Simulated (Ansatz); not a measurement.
Ansatz (an electronic-structure program) input (MP2/def2-TZVP):

Ansatz 0.2 input:
```yaml
crystal:
  periodic: [false, false, false]
  atoms:
    - {symbol: Ni, position_ang: [-0.00000000, -0.00000000, -0.05083923]}
    - {symbol: H, position_ang: [0.00000000, 0.00000000, 1.42349857]}
basis:
  gaussian:
    orbitals: def2-TZVP
magnetization: {spin_polarized: true, initial_magnetization: 1}
correlation: {method: mp2, electrons: outside_noble_gas}
relax: {f_tol: 0.003, max_steps: 100}
```

Output:

```
Functional definition: HF
these checks for a lower state are left out or cut short: cluster_reference
integrals: 0.01 GiB planned
533 factors; integrals over basis functions are off by at most 3.8e-4 eV
mean field: 0.11 GiB planned
mean field evaluation 1: about -41004.2556 eV, gradient 7.0e1 eV
mean field evaluation 2: about -41004.2557 eV, gradient 7.0e1 eV
mean field evaluation 4: about -41015.1848 eV, gradient 9.8e0 eV
mean field evaluation 8: about -41016.7843 eV, gradient 5.4e-1 eV
mean field evaluation 16: about -41016.7886 eV, gradient 2.5e-3 eV
mean field evaluation 32: about -41017.8273 eV, gradient 1.6e-2 eV
mean field evaluation 64: about -41016.5457 eV, gradient 1.4e0 eV
mean field evaluation 96: about -41016.7556 eV, gradient 2.8e-3 eV
mean field evaluation 128: about -41016.9908 eV, gradient 3.4e-1 eV
mean field evaluation 160: about -41016.0254 eV, gradient 1.6e0 eV
mean field evaluation 192: about -41016.9182 eV, gradient 1.9e-5 eV
mean field -41017.82747692 eV, -1507.3773568947 hartree, gradient 5.5e-6 eV, S^2 1.711395; 13 other end points of the search recorded, 0 dependent functions left out
9 core orbitals not correlated
reference -41017.82747692 eV, -1507.3773568947 hartree; 6, 5 occupied and 36, 37 virtual orbitals, 533 factors
densities: 0.09 GiB planned
second order -7.49478749 eV of doubles, -0.00000000 eV of singles
the calculation of the forces begins
relax step   1: F+E_penalty+E_count = -41025.32226441 eV  Δ(F+E_penalty+E_count) = +0.000e0 eV  max|allowed force component| = 3.375e-1 eV/Å  Δτ_max = 0.0000 Å  (1041 SCF iters, accepted)
these checks for a lower state are left out or cut short: starts, cluster_reference, orbital_swaps, neighbouring_geometries, increment
integrals: 0.01 GiB planned
533 factors; integrals over basis functions are off by at most 3.8e-4 eV
mean field: 0.11 GiB planned
mean field evaluation 224: about -41017.8526 eV, gradient 2.6e-1 eV
mean field -41017.85424580 eV, -1507.3783406331 hartree, gradient 1.3e-6 eV, S^2 1.714393; 0 other end points of the search recorded, 0 dependent functions left out
9 core orbitals not correlated
reference -41017.85424580 eV, -1507.3783406331 hartree; 6, 5 occupied and 36, 37 virtual orbitals, 533 factors
densities: 0.09 GiB planned
second order -7.47147004 eV of doubles, -0.00000000 eV of singles
the calculation of the forces begins
relax step   2: F+E_penalty+E_count = -41025.32571584 eV  Δ(F+E_penalty+E_count) = -3.451e-3 eV  max|allowed force component| = 1.868e-1 eV/Å  Δτ_max = 0.0066 Å  (45 SCF iters, accepted)
these checks for a lower state are left out or cut short: starts, cluster_reference, orbital_swaps, neighbouring_geometries, increment
integrals: 0.01 GiB planned
533 factors; integrals over basis functions are off by at most 3.7e-4 eV
mean field: 0.11 GiB planned
mean field -41017.88408338 eV, -1507.3794371439 hartree, gradient 1.1e-6 eV, S^2 1.717992; 0 other end points of the search recorded, 0 dependent functions left out
9 core orbitals not correlated
reference -41017.88408338 eV, -1507.3794371439 hartree; 6, 5 occupied and 36, 37 virtual orbitals, 533 factors
densities: 0.09 GiB planned
second order -7.44322320 eV of doubles, -0.00000000 eV of singles
the calculation of the forces begins
relax step   3: F+E_penalty+E_count = -41025.32730659 eV  Δ(F+E_penalty+E_count) = -1.591e-3 eV  max|allowed force component| = 3.788e-3 eV/Å  Δτ_max = 0.0084 Å  (47 SCF iters, accepted)
these checks for a lower state are left out or cut short: starts, cluster_reference, orbital_swaps, neighbouring_geometries, increment
integrals: 0.01 GiB planned
533 factors; integrals over basis functions are off by at most 3.7e-4 eV
mean field: 0.11 GiB planned
mean field -41017.88467257 eV, -1507.3794587963 hartree, gradient 1.7e-6 eV, S^2 1.718066; 0 other end points of the search recorded, 0 dependent functions left out
9 core orbitals not correlated
reference -41017.88467257 eV, -1507.3794587963 hartree; 6, 5 occupied and 36, 37 virtual orbitals, 533 factors
densities: 0.09 GiB planned
second order -7.44263462 eV of doubles, -0.00000000 eV of singles
the calculation of the forces begins
relax step   4: F+E_penalty+E_count = -41025.32730720 eV  Δ(F+E_penalty+E_count) = -6.094e-7 eV  max|allowed force component| = 2.681e-5 eV/Å  Δτ_max = 0.0002 Å  (34 SCF iters, accepted)
these checks for a lower state are left out or cut short: cluster_reference
integrals: 0.01 GiB planned
533 factors; integrals over basis functions are off by at most 3.7e-4 eV
mean field: 0.11 GiB planned
mean field evaluation 256: about -41015.0844 eV, gradient 8.4e0 eV
mean field evaluation 288: about -41016.8463 eV, gradient 5.0e-1 eV
mean field evaluation 320: about -41016.6276 eV, gradient 2.1e-5 eV
mean field evaluation 352: about -41017.8846 eV, gradient 2.7e-1 eV
mean field evaluation 384: about -41015.8600 eV, gradient 2.4e1 eV
mean field evaluation 416: about -41016.3306 eV, gradient 3.4e0 eV
mean field evaluation 448: about -41017.6324 eV, gradient 1.4e0 eV
mean field -41017.88467257 eV, -1507.3794587963 hartree, gradient 1.7e-6 eV, S^2 1.718066; 15 other end points of the search recorded, 0 dependent functions left out
9 core orbitals not correlated
reference -41017.88467257 eV, -1507.3794587963 hartree; 6, 5 occupied and 36, 37 virtual orbitals, 533 factors
densities: 0.09 GiB planned
second order -7.44263462 eV of doubles, -0.00000000 eV of singles
the calculation of the forces begins
Total energy: -41025.32730720 eV, -1507.6529705739 hartree
Atom 0 at    -0.000000     0.000000    -0.066038 Å, force    -0.000000    -0.000000     0.000027 eV/Å
Atom 1 at     0.000000    -0.000000     1.438698 Å, force     0.000000     0.000000    -0.000027 eV/Å
Dipole moment:     0.000000    -0.000000    -0.280974 e Å
Checks for a lower state left out: cluster_reference
```

The spin state was set by rule; other spins were not relaxed.

The determinant is spin-contaminated: <S^2> is 1.72 against 0.75 for a pure state.
